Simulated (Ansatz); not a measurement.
A trace of molecular dynamics of C2H6FNSi (11 atoms, charge 0, multiplicity 1).

The calculation used RKS PBE-D4/STO-3G in Ansatz.

| Item | Value |
| --- | --- |
| ensemble | NVT, Langevin thermostat |
| set temperature | 300 K |
| friction | 0.05 /fs |
| seed | 146551 |

```json
{"time (fs)": "0.0", "T (K)": "273", "potential energy less start (eV)": "0.000"}
{"time (fs)": "20.0", "T (K)": "6929", "potential energy less start (eV)": "15.594"}
{"time (fs)": "40.0", "T (K)": "2996", "potential energy less start (eV)": "19.411"}
{"time (fs)": "60.0", "T (K)": "776", "potential energy less start (eV)": "18.729"}
{"time (fs)": "80.0", "T (K)": "336", "potential energy less start (eV)": "18.574"}
{"time (fs)": "100.0", "T (K)": "341", "potential energy less start (eV)": "18.561"}
{"time (fs)": "120.0", "T (K)": "400", "potential energy less start (eV)": "18.545"}
{"time (fs)": "140.0", "T (K)": "301", "potential energy less start (eV)": "18.456"}
{"time (fs)": "160.0", "T (K)": "244", "potential energy less start (eV)": "18.357"}
{"time (fs)": "180.0", "T (K)": "330", "potential energy less start (eV)": "18.615"}
{"time (fs)": "200.0", "T (K)": "246", "potential energy less start (eV)": "18.600"}
{"time (fs)": "220.0", "T (K)": "362", "potential energy less start (eV)": "18.466"}
{"time (fs)": "240.0", "T (K)": "312", "potential energy less start (eV)": "18.577"}
{"time (fs)": "260.0", "T (K)": "250", "potential energy less start (eV)": "18.521"}
{"time (fs)": "280.0", "T (K)": "256", "potential energy less start (eV)": "18.488"}
{"time (fs)": "300.0", "T (K)": "265", "potential energy less start (eV)": "18.425"}
{"time (fs)": "320.0", "T (K)": "165", "potential energy less start (eV)": "18.764"}
{"time (fs)": "340.0", "T (K)": "264", "potential energy less start (eV)": "18.478"}
{"time (fs)": "360.0", "T (K)": "336", "potential energy less start (eV)": "18.595"}
{"time (fs)": "380.0", "T (K)": "289", "potential energy less start (eV)": "18.361"}
{"time (fs)": "400.0", "T (K)": "264", "potential energy less start (eV)": "18.433"}
{"time (fs)": "420.0", "T (K)": "150", "potential energy less start (eV)": "18.323"}
{"time (fs)": "440.0", "T (K)": "362", "potential energy less start (eV)": "18.590"}
{"time (fs)": "460.0", "T (K)": "288", "potential energy less start (eV)": "18.330"}
{"time (fs)": "480.0", "T (K)": "315", "potential energy less start (eV)": "18.350"}
```

Task: Can this run be trusted? Judge the integration.

Result: The temperature shot up to 16000 K, far beyond the bath's, so the integration failed: the time step of 4 fs is too long for the fastest motions that this run met, and the later frames carry no physical meaning.

Time of the run: 2.7 min on 1 thread of Arm Neoverse V1, on a shared host, peak memory 0.2 GiB.
